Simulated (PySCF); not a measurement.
Match the calculated data to a structure.

- Dipole: 2.51 D [PBE0/pcSseg-1]
- Couplings: largest of the computed one-bond spin–spin couplings (means over like bonds): 13C–1H +186.7, 13C–1H +183.3, 13C–1H +169.1, 13C–1H +164.5, 13C–1H +133.8 (×3), 13C–1H +132.6 (×2), 13C–13C +60.4, 13C–13C +59.6 Hz [B3LYP/pcJ-1, spin–dipole term left out]
- Rotational structure: rotational constants A, B, C: 4.673, 1.489, 1.238 GHz [PBE0-D3(BJ)/def2-SVP]
- 1H NMR: chemical shifts (computed TMS as zero) by class: 8.65 (1 H), 8.61 (1 H), 7.54 (1 H), 7.19 (1 H), 2.45 (2 H), 1.16 (3 H) ppm [GIAO PBE0/pcSseg-1]
- 13C NMR: chemical shifts (computed TMS as zero) by class: 155.8 (1 C), 153.5 (1 C), 144.4 (1 C), 140.7 (1 C), 128.1 (1 C), 30.2 (1 C), 20.8 (1 C) ppm [GIAO PBE0/pcSseg-1]
- NMR, other nuclei: isotropic shieldings of nuclei other than C and H, by class: -99 (1 N) ppm [GIAO PBE0/pcSseg-1]

Electronic properties: PySCF, gas phase, density fitting. Levels stand in brackets. Geometry: PBE0-D3(BJ)/def2-SVP, one conformer, isolated molecule. NMR values are class means; diastereotopic atoms form classes of their own.

Question: Which candidate is it?
A. `CCc1ccccn1`
B. `O=Cc1ccncc1`
C. `CNc1ccccn1`
D. `CCc1cccnc1`

Answer: D. It is `CCc1cccnc1`. Numbering: `[CH3:1][CH2:2][c:3]1[cH:4][cH:5][cH:6][n:7][cH:8]1`. Its formula, C7H9N, gives 4 degrees of unsaturation: 1 ring and 3 π bonds in the structure found (Kekulé form). 7 carbons fall into 7 classes; from least to most shielded: aromatic CH next to a ring nitrogen [C8] (155.8 ppm), aromatic CH next to a ring nitrogen [C6] (153.5 ppm), substituted aromatic carbon [C3] (144.4 ppm), aromatic CH carbon [C4] (140.7 ppm), aromatic CH carbon [C5] (128.1 ppm), benzylic-type carbon [C2] (30.2 ppm), methyl carbon [C1] (20.8 ppm). Hydrogen classes from least to most shielded: 1 H on an aromatic CH next to a ring nitrogen, C6 (8.65 ppm), 1 H on an aromatic CH next to a ring nitrogen, C8 (8.61 ppm), 1 H on an aromatic CH carbon, C4 (7.54 ppm), 1 H on an aromatic CH carbon, C5 (7.19 ppm), 2 H on a benzylic-type carbon, C2 (2.45 ppm), 3 H on a methyl carbon, C1 (1.16 ppm). The other shieldings belong to: -99 ppm, pyridine-type nitrogen [N7]. The couplings run between: +186.7 Hz, aromatic CH next to a ring nitrogen [C6] and its hydrogen; +183.3 Hz, aromatic CH next to a ring nitrogen [C8] and its hydrogen; +169.1 Hz, aromatic CH carbon [C5] and its hydrogen; +164.5 Hz, aromatic CH carbon [C4] and its hydrogen; +133.8 Hz, methyl carbon [C1] and its hydrogen (with 2 like pairs); +132.6 Hz, benzylic-type carbon [C2] and its hydrogen (with 1 like pair); +60.4 Hz, aromatic CH carbon [C4] and aromatic CH carbon [C5]; +59.6 Hz, substituted aromatic carbon [C3] and aromatic CH carbon [C4]. The optimised geometry has point group C1 and is an asymmetric top.

The others, at the same levels:
- `CCc1ccccn1` fails: its computed 13C shifts are 170.4 (1 C), 155.6 (1 C), 141.7 (1 C), 126.9 (1 C), 125.5 (1 C), 36.1 (1 C), 19.0 (1 C) ppm, 1H shifts are 8.71 (1 H), 7.64 (1 H), 7.13 (1 H), 7.04 (1 H), 2.66 (2 H), 1.26 (3 H) ppm and dipole moment is 1.83 D (against 2.51 D).
- `CNc1ccccn1` fails: it has 8 hydrogens where the 1H data count 9; its computed 13C shifts are 160.9 (1 C), 155.1 (1 C), 143.1 (1 C), 116.2 (1 C), 103.5 (1 C), 28.7 (1 C) ppm, 1H shifts are 8.16 (1 H), 7.49 (1 H), 6.48 (1 H), 6.01 (1 H), 4.15 (1 H), 2.80 (3 H) ppm and rotational constant A is 5.142 GHz (against 4.673 GHz).
- `O=Cc1ccncc1` fails: it has 5 hydrogens where the 1H data count 9; its computed 13C shifts are 195.4 (1 C), 157.4 (2 C), 144.2 (1 C), 127.2 (2 C) ppm, 1H shifts are 9.99 (1 H), 9.12 (2 H), 7.66 (2 H) ppm and rotational constant A is 5.531 GHz (against 4.673 GHz).

Each candidate is one conformer, not necessarily the lowest. The conformers computed, where there is a choice (atom-mapped SMILES and torsion angles):
- `[CH3:1][CH2:2][c:3]1[cH:4][cH:5][cH:6][n:7][cH:8]1`: C1–C2–C3–C4 -81°
- `[CH3:1][CH2:2][c:3]1[cH:4][cH:5][cH:6][cH:7][n:8]1`: C1–C2–C3–C4 -99°
- `[CH3:1][NH:2][c:3]1[cH:4][cH:5][cH:6][cH:7][n:8]1`: C1–N2–C3–C4 -1°
- `[O:1]=[CH:2][c:3]1[cH:4][cH:5][n:6][cH:7][cH:8]1`: O1–C2–C3–C4 180°
